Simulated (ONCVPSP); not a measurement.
## Reading a pseudo-wave (caesium)

Columns: radius, all-electron u(r) and pseudo u(r) of the 5s shell (level -24.91 eV) of caesium in the configuration [Kr] 4d10 5s2 5p6 6s1; LDA (Perdew-Zunger), non-relativistic, ONCV scheme, ONCVPSP 4.0.1.

| r (bohr) | all-electron | pseudo |
| --- | --- | --- |
| 0.175 | 0.1912 | 0.1049 |
| 0.350 | 0.0243 | 0.2123 |
| 0.525 | -0.4388 | 0.3230 |
| 0.700 | -0.3428 | 0.4348 |
| 0.875 | 0.0339 | 0.5425 |
| 1.050 | 0.4107 | 0.6386 |
| 1.225 | 0.6783 | 0.7150 |
| 1.400 | 0.8247 | 0.7652 |
| 1.575 | 0.8738 | 0.7853 |
| 1.750 | 0.8558 | 0.7753 |
| 1.925 | 0.7971 | 0.7386 |
| 2.100 | 0.7173 | 0.6812 |
| 2.275 | 0.6297 | 0.6107 |
| 2.450 | 0.5428 | 0.5343 |
| 2.625 | 0.4614 | 0.4584 |
| 2.800 | 0.3879 | 0.3871 |
| 2.975 | 0.3233 | 0.3232 |
| 3.150 | 0.2675 | 0.2675 |
| 3.325 | 0.2202 | 0.2202 |
| 3.500 | 0.1803 | 0.1803 |
| 3.675 | 0.1472 | 0.1472 |
| 3.850 | 0.1197 | 0.1197 |
| 4.025 | 0.0971 | 0.0971 |
| 4.200 | 0.0786 | 0.0786 |
| 4.375 | 0.0635 | 0.0635 |
| 4.550 | 0.0512 | 0.0512 |

(1) How many radial nodes do the two functions have?

(2) At about which radius was the pseudo-wave matched?

(3) Where does each function peak?

(4) Is the pseudo-wave norm-conserving?

## Answers

(1) The all-electron 5s function has n − l − 1 = 4 (the table is too coarse to show those close to the nucleus); the pseudo-wave has 0, since the states of the same l below it are removed with the core.

(2) 3.25 bohr. The columns agree to 0.0005 from 2.98 bohr on; several derivatives are matched, so the curves merge somewhat inside the radius.

(3) Outermost all-electron maximum near 1.57 bohr, pseudo maximum near 1.57 bohr (to the table’s step).

(4) Yes: the ONCV scheme keeps the norm inside the radius equal to the all-electron one, which fixes the energy derivative of the logarithmic derivative at the level.
